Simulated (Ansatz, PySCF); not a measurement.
Al2O, SMILES [O]([Al])[Al] (connectivity only; charge and spin as stated), neutral, multiplicity 1. Atoms are numbered in the order given.

```xyz
3

Al     0.0000     0.0000    -1.7067
O      0.0000     0.0000     0.0000
Al     0.0000     0.0000     1.7067
```

Geometry: r2SCAN-D4/def2-TZVP.

Two levels are set side by side: PBE-D3(BJ)/def2-TZVP (Ansatz, a first-principles code) and r2SCAN-D4/def2-TZVP (Ansatz). Each level has its own optimised geometry; the coordinates shown are those of the second. Frequencies come from the Hessian of PySCF at each geometry. Differences are taken from unrounded values.

```csv
quantity,r2SCAN-D4,PBE-D3(BJ),PBE-D3(BJ) minus r2SCAN-D4
mean bond length (Å),1.707,1.724,0.018
bond Al1–O2 (Å),1.707,1.724,0.018
bond O2–Al3 (Å),1.707,1.724,0.018
highest harmonic wavenumber (cm⁻¹),1003,957,-46
mean harmonic wavenumber (cm⁻¹),427,410,-17
zero-point energy (kcal/mol),2.44,2.34,-0.10
```
